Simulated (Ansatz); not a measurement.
Program: Ansatz. Geometries: PBE0-D4/def2-TZVP. ΔE: electronic, gas phase. CCSD(T)/CBS adds triple-zeta CCSD(T) − MP2 to the extrapolated MP2 energy (def2 sets, frozen cores). This one scheme is used for every species. Functionals use def2-TZVPP. For Ge outer-core shells are correlated without core-valence functions, which leaves a few kJ/mol of doubt a bond. Scalar relativity is left out up to krypton. Each species was taken in one conformer, which may not be the lowest.

Consider the ligand exchange at a Ge–C bond: `N=[C](F)[GeH3]` + `OCS` → `OC[S][GeH3]` + `N=CF`.

```csv
level,ΔE (kcal/mol)
PBE-D4,-16.6
r2SCAN-D4,-16.9
CCSD(T)/def2-TZVPP,-15.9
HF/CBS(def2),-16.9
```

Problem. What does CCSD(T)/CBS give? (Best estimate.)

Solution. Ansatz gave: -16.2 kcal/mol. The listed levels differ from it by -0.4, -0.7, 0.3, -0.7 kcal/mol.

Largest T1 diagnostic among the species: 0.013.

The D4 term adds −0.9 kcal/mol with B3LYP and −0.5 kcal/mol with PBE0; it sums over pairs of atoms, weighted by their polarisabilities, and B3LYP, whose exchange is more repulsive, gets the larger term.

B3LYP here is the variant with VWN-RPA as its local correlation; programs differ in this.
